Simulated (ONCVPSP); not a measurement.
# F (Z = 9) ONCV: all-electron and pseudo phase curves

* Element: F
* Generator: ONCVPSP 4.0.1
* Type: optimised norm-conserving Vanderbilt (ONCV)
* Functional: PBE
* Relativity: non-relativistic
* Frozen core: [He]
* Valence charge: 7
* Reference configuration: 2s1.5 2p5.5
* Partial waves: 2s: rc 0.75 bohr, ncon 4, nbas 7, qcut 7.1 1/bohr, local; 2p: rc 1.20 bohr, ncon 4, nbas 7, qcut 11.5 1/bohr, 2 projectors, debl 0.5 Ha; d scattering state at 0.21 Ha: rc 1.10 bohr, ncon 4, nbas 8, qcut 8.3 1/bohr, 2 projectors, debl 2.5 Ha
* Local potential: the s channel
* Core correction: Teter function fitted to the true core (icmod 2), fcfact 0.45

The phase is arctan(r·R′/R) of the radial function R(r), unwrapped; energies in Ha, scanned from -3 to 5 Ha. A pole is an energy at which the radial function vanishes at the test radius. The pseudo phase is shifted by a multiple of π to meet the all-electron one at the reference energy, and phase errors are pseudo minus all-electron; the curves can meet again beyond the range given. Levels narrower than the energy grid can be missing from the lists of poles.

| channel | radius (bohr) | reference energy (Ha) | poles, all-electron | poles, pseudo | unbroken range about the reference energy with phases within 0.05 rad | phase error 1 Ha above the reference energy (rad) |
| --- | --- | --- | --- | --- | --- | --- |
| s | 0.76 | -1.10 | none | none | the whole range | -0.001 |
| p | 1.22 | -0.42 | 0.91 | 0.91 | the whole range | +0.000 |
| d | 1.12 | 0.21 | none | none | the whole range | +0.000 |

Phases in the d channel:

```csv
E (Ha),all-electron,pseudo
-2.98,1.165,1.165
-2.54,1.139,1.139
-2.10,1.108,1.108
-1.66,1.072,1.072
-1.22,1.028,1.028
-0.78,0.975,0.975
-0.34,0.907,0.907
0.10,0.820,0.820
0.54,0.706,0.706
0.98,0.554,0.554
1.42,0.353,0.353
1.86,0.098,0.098
2.30,-0.193,-0.193
2.74,-0.477,-0.477
3.18,-0.717,-0.717
3.62,-0.904,-0.904
4.06,-1.044,-1.044
4.50,-1.151,-1.151
4.94,-1.234,-1.234
```
